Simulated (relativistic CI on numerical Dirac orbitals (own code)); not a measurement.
One change at a time: Li2+

Base calculation: Dirac-Coulomb-Breit CI, orbitals from a KLI potential per configuration, model QED.

Configurations in the expansion: 1s, 2s, 2p, 3s, 3p, 3d, 4s, 4p, 4d, 4f, 5s, 5p, 5d, 5f, 5g, 6s, 6p, 6d. Levels of other configurations are missing.

Variants: (1) QED terms removed; (2) non-relativistic limit. Shifts of the energy above 1s 2S_1/2, in cm⁻¹, for the lowest level and the first level of each name with at least 55 % of one term (blank where a level changes its place among those of its configuration and J or its character, or is not in the variant):

| Level | Base | Δ(1) | Δ(2) |
| --- | --- | --- | --- |
| 1s 2S_1/2 | 0 | 0 | 0 |
| 2p 2P°_1/2 | 740734 | +16 | -66 |
| 2s 2S_1/2 | 740737 | +14 | -68 |
| 2p 2P°_3/2 | 740764 | +16 | -95 |
| 3p 2P°_1/2 | 877919 | +16 | -89 |
| 3s 2S_1/2 | 877920 | +15 | -90 |
| 3d 2D_3/2 | 877928 | +16 | -98 |
| 3p 2P°_3/2 | 877928 | +16 | -98 |
| 3d 2D_5/2 | 877931 | +16 | -101 |
| 4p 2P°_1/2 | 925933 | +16 | -97 |
| 4s 2S_1/2 | 925933 | +16 | -97 |
| 4d 2D_3/2 | 925936 | +16 | -100 |
| 4p 2P°_3/2 | 925936 | +16 | -100 |
| 4f 2F°_5/2 | 925938 | +16 | -101 |
| 4d 2D_5/2 | 925938 | +16 | -101 |
| 4f 2F°_7/2 | 925938 | +16 | -102 |
| 5p 2P°_1/2 | 948156 | +16 | -99 |
| 5s 2S_1/2 | 948156 | +16 | -99 |
| 5d 2D_3/2 | 948157 | +16 | -101 |
| 5p 2P°_3/2 | 948157 | +16 | -101 |
| 5f 2F°_5/2 | 948158 | +16 | -102 |
| 5d 2D_5/2 | 948158 | +16 | -102 |
